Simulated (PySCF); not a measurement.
A run for PySCF: R-HF/3-21G on CdH4Si (SMILES [SiH3][CdH]), a point of a bond scan (R = 1.635 Å).

```python
from pyscf import gto, scf, dft, mp
from pyscf.data.elements import chemcore

mol = gto.M(
    atom='''
    Cd   -0.56643322   -0.31054170   -0.07977578
    H    -2.04529859   -1.12131577   -0.28805742
    Si    1.63488208    0.89630877    0.23025485
    H     2.31056193    0.56354885    1.68196493
    H     1.47089364    2.37203423    0.15366084
    H     2.62571392    0.51316070   -0.80992508
    ''',
    basis='3-21g',
    charge=0, spin=0, verbose=3, max_memory=1800)
mf = scf.RHF(mol)
mf.conv_tol = 1e-8
mf.max_cycle = 100
mf.kernel()
if not mf.converged:
    mf = mf.newton().run(mf.mo_coeff, mf.mo_occ)
```

Output:

```
converged SCF energy = -5729.49362030493
```

The run converged.

Cost: very roughly 0.8 core-seconds.
